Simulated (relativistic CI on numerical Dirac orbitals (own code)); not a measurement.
Ag⁴⁺ (4d7) in a crystal field

Calculated by Dirac-Coulomb-Breit CI, separate exchange-only KLI orbitals for each configuration, model QED, valence Slater integrals scaled by 0.8, one configuration in a parametric crystal field (own radial code).

Field parameters in Wybourne normalisation: D4h B²₀ = −7Ds, B⁴₀ = 21(Dq − Dt), B⁴₄ = 21√(5/14) Dq. The field is a parameter set, without covalency.

S and J are read from ⟨S²⟩ = S(S + 1) and ⟨J²⟩ = J(J + 1) of each level; they are not fictitious spins.

D4h, 10Dq = 21500, Ds = -1500, Dt = -300 cm⁻¹, the lowest 10 levels:

```json
{"E (cm⁻¹)": "0.0", "Degeneracy": "2", "Irrep": "Γ7", "S": "0.59", "J": "3.96"}
{"E (cm⁻¹)": "6382", "Degeneracy": "2", "Irrep": "Γ6", "S": "0.91", "J": "3.91"}
{"E (cm⁻¹)": "8194", "Degeneracy": "2", "Irrep": "Γ6", "S": "1.37", "J": "4.19"}
{"E (cm⁻¹)": "8806", "Degeneracy": "2", "Irrep": "Γ6", "S": "1.48", "J": "3.78"}
{"E (cm⁻¹)": "9666", "Degeneracy": "2", "Irrep": "Γ7", "S": "1.48", "J": "3.67"}
{"E (cm⁻¹)": "11466", "Degeneracy": "2", "Irrep": "Γ7", "S": "1.46", "J": "3.14"}
{"E (cm⁻¹)": "12798", "Degeneracy": "2", "Irrep": "Γ7", "S": "1.49", "J": "3.16"}
{"E (cm⁻¹)": "13870", "Degeneracy": "2", "Irrep": "Γ6", "S": "1.37", "J": "3.48"}
{"E (cm⁻¹)": "20449", "Degeneracy": "2", "Irrep": "Γ7", "S": "0.59", "J": "3.97"}
{"E (cm⁻¹)": "22974", "Degeneracy": "2", "Irrep": "Γ6", "S": "0.57", "J": "4.33"}
```

Principal g values of the ground doublet: 2.28, 2.28, 2.73.

D4h, 10Dq = 21500, Ds = -1090, Dt = -300 cm⁻¹, the lowest 10 levels:

```
E (cm⁻¹)  Degeneracy  Irrep     S     J
     0.0           2     Γ7  0.60  3.96
    5078           2     Γ6  0.78  3.90
    7452           2     Γ6  1.47  4.21
    8381           2     Γ6  1.48  3.80
    9022           2     Γ7  1.48  3.77
   11077           2     Γ7  1.46  3.13
   11621           2     Γ7  1.49  3.07
   12575           2     Γ6  1.37  3.42
   20409           2     Γ7  0.60  3.95
   22688           2     Γ6  0.58  4.32
```

Principal g values of the ground doublet: 2.28, 2.28, 2.73.

D4h, 10Dq = 21500, Ds = -680, Dt = -300 cm⁻¹, the lowest 16 levels:

```tsv
E (cm⁻¹)	Degeneracy	Irrep	S	J
0.0	2	Γ7	0.61	3.95
3655	2	Γ6	0.72	3.90
6756	2	Γ6	1.49	4.22
7951	2	Γ6	1.47	3.82
8173	2	Γ7	1.48	3.83
10507	2	Γ7	1.50	2.92
10819	2	Γ7	1.45	3.20
11350	2	Γ6	1.38	3.37
20305	2	Γ7	0.61	3.94
22220	2	Γ6	0.59	4.32
23242	2	Γ7	0.54	4.42
24503	2	Γ6	0.60	4.70
24836	2	Γ6	0.63	3.90
25430	2	Γ7	0.70	3.61
27965	2	Γ7	0.62	2.83
28940	2	Γ6	0.70	3.12
```

Principal g values of the ground doublet: 2.29, 2.29, 2.73.

D4h, 10Dq = 21500, Ds = -270, Dt = -300 cm⁻¹, the lowest 16 levels:

```tsv
E (cm⁻¹)	Degeneracy	Irrep	S	J
0.0	2	Γ7	0.61	3.95
2184	2	Γ6	0.70	3.91
5997	2	Γ6	1.49	4.22
7076	2	Γ7	1.48	3.81
7518	2	Γ6	1.47	3.84
9782	2	Γ7	1.50	2.93
10236	2	Γ6	1.40	3.33
10412	2	Γ7	1.44	3.23
20125	2	Γ7	0.62	3.93
21479	2	Γ6	0.59	4.40
23014	2	Γ7	0.54	4.43
23483	2	Γ6	0.57	4.39
24122	2	Γ6	0.64	4.21
24640	2	Γ7	0.67	3.65
27762	2	Γ7	0.66	2.84
27874	2	Γ6	0.66	3.02
```

Principal g values of the ground doublet: 2.30, 2.30, 2.74.

D4h, 10Dq = 21500, Ds = 140, Dt = -300 cm⁻¹, the lowest 10 levels:

```
E (cm⁻¹)  Degeneracy  Irrep     S     J
     0.0           2     Γ7  0.62  3.95
     693           2     Γ6  0.70  3.91
    5110           2     Γ6  1.48  4.19
    5800           2     Γ7  1.49  3.74
    7085           2     Γ6  1.47  3.86
    9196           2     Γ7  1.49  3.00
    9272           2     Γ6  1.42  3.32
   10045           2     Γ7  1.44  3.25
   19842           2     Γ7  0.63  3.92
   20407           2     Γ6  0.57  4.52
```

Principal g values of the ground doublet: 2.31, 2.31, 2.74.

The free-ion ground term has S = 3/2. The field overcomes the spin-pairing energy for D4h, 10Dq = 21500, Ds = -1500, Dt = -300 cm⁻¹; D4h, 10Dq = 21500, Ds = -1090, Dt = -300 cm⁻¹; D4h, 10Dq = 21500, Ds = -680, Dt = -300 cm⁻¹; D4h, 10Dq = 21500, Ds = -270, Dt = -300 cm⁻¹; D4h, 10Dq = 21500, Ds = 140, Dt = -300 cm⁻¹, where the ground state has lower spin; these fields are assumed values.

Levels of this model without a field, named by their leading LS term (the scale mimics covalency, so terms lie below those of the real free ion): 4F_9/2 0, 4F_7/2 3575, 4F_5/2 5627, 4F_3/2 6869, 4P_3/2 14625, 4P_5/2 15286, 2G_9/2 15790, 4P_1/2 17418 cm⁻¹.
